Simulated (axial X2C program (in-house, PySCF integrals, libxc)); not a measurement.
Potential curves of TiIn, 2c

All values were computed with an in-house all-electron X2C program for linear molecules (integrals from PySCF). Two-component (2c) means X2C with spin–orbit coupling and atomic mean-field two-electron Coulomb and Gaunt terms. Basis: In dyall-cv3z [11s12p9d4f1g], Ti dyall-cv3z [10s10p6d4f2g] (cores contracted in-house); Gaussian nuclei, density fitting, unrestricted open shells. Masses: In 114.904 u, Ti 47.948 u.

State: Ω = 1/2 (⟨Sz⟩ = -1.51, ⟨Lz⟩ = 2.01 at PBE0). Energies in eV from the lowest point of each curve. Fits are polynomials in 1 − R0/R over 0.85 to 1.23 times the lowest point R0.

```tsv
R (Å)	PBE0
2.5073	0.3598
2.6226	0.1477
2.7091	0.0582
2.7955	0.0126
2.8820	0.0000
2.9829	0.0161
3.0837	0.0557
3.2134	0.1295
3.3719	0.2395
3.6025	0.4128
```

Occupations by symmetry block were frozen at the best pattern of an incomplete PBE0 search. Density functionals use the spin component along the axis (collinear). PBE0 can misorder states that lie within some tenths of an eV, so this need not be the ground state of the molecule. The nearest other 2c determinant of the search, Ω = 7/2, lies 0.02 eV up at the distance of the search. The functionals have no current-density term, which raises determinants with orbital currents, atoms included. With several unpaired electrons one determinant need not be a pure state. The determinant is spin-polarised beyond a pure state at some levels (its spin-free form has ⟨S²⟩ too high), which makes Re and μ there less reliable.

(1) What are Re and ωe at the PBE0 level?

Answers

(1) At PBE0, 2c: Re = 2.879 Å, ωe ≈ 163 cm⁻¹; Be follows as 0.0601 cm⁻¹.
